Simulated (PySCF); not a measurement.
## Excitation energy of Mn⁺ by level of theory

Mn⁺ [Ar] 3d5 4s1 (7S) → Mn⁺ [Ar] 3d4 4s2 (5D), as a difference of total energies. All numbers are calculated (PySCF 2.14, scalar relativity by spin-free X2C-1e, in ANO-RCC-VTZP (6s5p3d2f1g, 59 functions)). Correlated levels: valence: [Ar] frozen; valence and next inner shell: [Ne] frozen. The calculations carry no spin-orbit coupling.

```csv
method,excitation energy (eV)
UHF,7.104
LDA,7.368
PBE,7.327
PBE0,7.300
r2SCAN,7.758
PBEsol,7.488
MN15,6.996
M06-2X,5.902
MP2 (valence),6.990
SCS-MP2 (valence),6.141
MP2 (valence and next inner shell),7.260
SCS-MP2 (valence and next inner shell),6.585
```

Question: How much does correlation contribute at MP2 (valence and next inner shell)?

Answer: 7.260 − (7.104) = 0.156 eV, measured against UHF.

A first-order spin-orbit estimate (lowest level to lowest level, LS coupling) adds -0.076 eV.
